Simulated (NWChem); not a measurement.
# Correlation energy of FGe

```
Ge
F 1 1.7654
```
Charge 0, spin multiplicity 2.

Program: NWChem. The geometry was optimised at UB3LYP/def2-SVP, a minimum by its harmonic frequencies.

Basis set: 6-311G**. Each correlation energy counts from its own Hartree-Fock reference.

The Hamiltonian is non-relativistic. The correlated methods keep 10 core orbitals frozen. The Pople sets run with spherical d functions. This spin state was chosen for the runs; another may lie lower. The structure started from a generated list of species. The unpaired electrons of the parent sit in orbitals of symmetry b1 (C2v labels of the run); other states weren't searched. No SCF solution was tested for a lower state. Open-shell Hartree-Fock references start from PBE0 orbitals. No row is a measurement; the coupled-cluster row has its own basis-set and correlation limits.

Task: For the correlation energy, UMP2 gives -414.5 mHa and SCS-UMP2 gives -390.0 mHa. What do CCSD[T] on UHF, CCSD(T) on UHF give?

Result: CCSD[T] on UHF: -427.8 mHa; CCSD(T) on UHF: -425.9 mHa.
